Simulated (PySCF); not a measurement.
## Excitation energy of Pd²⁺ by level of theory

Pd²⁺ [Kr] 4d8 (3F) → Pd²⁺ [Kr] 4d7 5p1 (high-spin determinant), as a difference of total energies. Calculation: PySCF 2.14, in x2c-TZVPPall with one added diffuse shell each of s, p, d, f type (9s7p7d3f1g, 95 functions); scalar relativity by spin-free X2C-1e. Correlated levels: valence: [Kr] frozen; valence and next inner shell: [Ar] 3d10 frozen. The calculations carry no spin-orbit coupling.

```
                                method  excitation energy (eV)
                                   UHF                  12.413
                                   LDA                  13.181
                                   PBE                  13.021
                                  PBE0                  13.112
                                r2SCAN                  13.121
                                  MN15                  13.463
                                PBEsol                  13.062
                                B2PLYP                  13.201
                             BHandHLYP                  13.143
                         MP2 (valence)                  13.382
                     SCS-MP2 (valence)                  13.623
    MP2 (valence and next inner shell)                  13.266
SCS-MP2 (valence and next inner shell)                  13.364
```

Task: How much does correlation contribute at MP2 (valence and next inner shell)?

Result: 13.266 − (12.413) = 0.853 eV, measured against UHF.

A first-order spin-orbit estimate (lowest level to lowest level, LS coupling) adds 0.107 eV.

The determinant of the upper state mixes LS terms, which raises its energy above the lowest term, most at the Hartree-Fock and MP2 levels.
